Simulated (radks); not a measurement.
Coulomb parameter of the 3d shell of the vanadium ion V2+ in the model configuration [Ar] 3d2 4p1, as a second difference U = [E(n + 0.5) + E(n - 0.5) - 2 E(n)] / (0.5)^2 with all orbitals relaxed. "Bare": the charge of the atom changes with n. "Screened": the 4p shell takes up the change at fixed total charge, which measures U(3d,3d) + U(4p,4p) - 2 U(3d,4p). Calculated with a radial shooting solver on a logarithmic mesh with Libxc functionals: scalar-relativistic Kohn-Sham, PBE, spin-unpolarised, spherical densities, finite nucleus; Fermi nuclear charge, rms radius 3.6002 fm.

case,configuration,E - E(n) (eV)
start,[Ar] 3d2 4p1,0.000
bare +0.5,[Ar] 3d2.5 4p1,-12.007
bare -0.5,[Ar] 3d1.5 4p1,15.877
screened +0.5,[Ar] 3d2.5 4p0.5,-5.691
screened -0.5,[Ar] 3d1.5 4p1.5,6.845

U(bare) = 15.479 eV, U(screened by 4p) = 4.616 eV, against the Slater integral F0(3d,3d) = 20.762 eV with frozen orbitals.
